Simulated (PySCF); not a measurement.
Species: C₇H₈NO (doublet state).
Geometry (GFN2-xTB, Å), atoms numbered from 1 in this order:
```xyz
17
C7H8NO angstrom
C     -3.344    0.866    0.340
C     -2.271    0.100    0.374
C     -1.636   -0.518   -0.842
N     -0.242   -0.169   -0.946
C      0.746   -0.916   -0.392
C      2.004   -0.449   -0.211
C      3.144   -0.023   -0.033
C      4.434    0.467    0.177
O      4.815    1.605   -0.048
H     -3.765    1.295    1.233
H     -3.856    1.087   -0.583
H     -1.765   -0.111    1.307
H     -1.707   -1.609   -0.782
H     -2.154   -0.184   -1.746
H     -0.032    0.808   -1.096
H      0.497   -1.938   -0.142
H      5.124   -0.298    0.590
```

The hyperfine couplings belong to this conformer and change with its torsions.

Identity: `C=CCN[CH]C#CC=O` [radical].

Method used: UKS B3LYP, pcH-1 on C H N O, non-relativistic, mean-field spin-orbit, GIAO in PySCF. Geometry: GFN2-xTB, one conformer, isolated molecule. Couplings are sensitive to structure, and on GFN2-xTB geometries they can be far from those on DFT ones. The frame is twisted about the N4–C5 bond at this geometry (dihedral H15–N4–C5–C6 = -9°); couplings at other torsion angles weren't computed. No stability test was run, so a lower SCF solution isn't excluded.

Where do the isotropic ENDOR lines of N4, H16, H15, H13/H14, H17 and H10 fall at 1211.5 mT, to first order?

For S = 1/2 in fast tumbling each set of equivalent nuclei gives two lines, ν± = |νn ± a/2| to first order, with νn = g_N μN B/h and μN/h = 7.62259 MHz/T.

```csv
nuclei,isotope,g_N,νn (MHz),a_iso (MHz),lower line (MHz),upper line (MHz)
N4,14N,0.4038,3.73,14.95,3.75,11.20
H16,1H,5.5857,51.58,-30.86,36.15,67.01
H15,1H,5.5857,51.58,-14.65,44.26,58.91
H13/H14,1H,5.5857,51.58,7.13,48.02,55.15
H17,1H,5.5857,51.58,-2.54,50.31,52.85
H10,1H,5.5857,51.58,1.16,51.00,52.16
```

Which pairs are centred on the nuclear Larmor frequency, and which on half the coupling?

Centred on νn, since |a| < 2νn: H16, H15, H13/H14, H17 and H10. Centred on |a|/2 and split by 2νn: N4.

At what field would the lower line of H16 fall to zero frequency?

Where νn = |a|/2, that is B = 15.43 MHz/(5.5857 × 7.62259 MHz/T) = 362 mT, as far as first order holds there.

Means are taken over nuclei equivalent by connectivity, which assumes that they swap fast. The 1H value of +7.1 MHz is a mean of couplings from 3.9 to 10.4 MHz in this one geometry, not an average over conformers.

The largest Mulliken spin populations are on C5 (+0.42), C7 (+0.32), N4 (+0.21) and O9 (+0.20). Four atoms exceed +0.15.

On an Arm Neoverse V2 with one thread, no GPU, shared host with 32 logical CPUs at a one-minute load of 32, this took 1.8 min (grids of density and orbitals included) and 1.1 GiB of memory at its peak.
